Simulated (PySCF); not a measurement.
Gas-phase reaction: 6 HI + 4 B → 2 BI3 + B2H6

Computed with PySCF (xtb for GFN2) and rigid-rotor harmonic-oscillator thermochemistry at 1 bar. † marks an energy on the PBE0/def2-TZVP geometry and frequencies; other levels use their own. CCSD(T) freezes the core. Open shells (unrestricted): B (multiplicity 2); the rest are closed-shell singlets. GFN2 has no spin-polarisation term. Spin-orbit splitting is ignored; it lowers the true energy and changes the entropy of B. B3LYP is the form with VWN-RPA correlation. I: scalar-relativistic def2 core potential, no spin-orbit coupling. CCSD(T) isn't extrapolated to the basis-set limit.

| level | ΔH°(298 K), kJ |
|---|---|
| B3LYP/def2-TZVP† | ? |
| CCSD(T)/def2-SVP† | -2266 |
| CCSD(T)/def2-TZVPP† | ? |
| GFN2-xTB | -3209 |
| PBE/def2-SVP | -2527 |
| PBE0/def2-QZVP† | ? |
| ωB97M-V/def2-TZVP† | -2388 |

Q: Fill in the missing entries.

A: 
- B3LYP/def2-TZVP†, ΔH°(298 K), kJ: -2303
- CCSD(T)/def2-TZVPP†, ΔH°(298 K), kJ: -2284
- PBE0/def2-QZVP†, ΔH°(298 K), kJ: -2445
